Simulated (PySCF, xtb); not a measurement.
In(F)3 cation (F3In), SMILES [F][In]([F])[F] (connectivity only; charge and spin as stated), charge +1, multiplicity 2.

Harmonic wavenumbers (cm⁻¹) from GFN2-xTB in xtb 6.7.1 at its own minimum, in rising order: 77, 83, 124, 175, 245, 308.

### Question
What does PySCF with PBE-D3(BJ)/def2-SVP give at its own minimum? (Estimate from the structure and the level; the computed values follow.)

### Answer
92, 106, 285, 375, 526, 677. Paired by order, the mean absolute difference is 175 cm⁻¹ and the zero-point energies are 1.4 and 2.9 kcal/mol.
